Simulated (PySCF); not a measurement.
CH3BO.

```xyz
6

B      0.0000     0.0000    -1.3356
H      1.0104     0.5834    -1.6430
H     -1.0104     0.5834    -1.6430
H      0.0000    -1.1667    -1.6430
C      0.0000     0.0000     0.1841
O      0.0000     0.0000     1.3128
```

Geometry: B3LYP-D3(BJ)/def2-TZVP.

All values below come from KT2/pcSseg-2 run with PySCF. Non-relativistic, no solvent.

Computed absolute GIAO shielding of each atom: isotropic value and principal components (ppm):
```tsv
atom	σ(iso)	σ11	σ22	σ33	span
B1	161.9	155.9	155.9	173.9	18.0
H2	30.0	27.2	28.9	34.0	6.8
H3	30.0	27.2	28.9	34.0	6.8
H4	30.0	27.2	28.9	34.0	6.8
C5	1.6	-126.9	-126.9	258.7	385.6
O6	-18.9	-192.0	-192.0	327.4	519.4
```
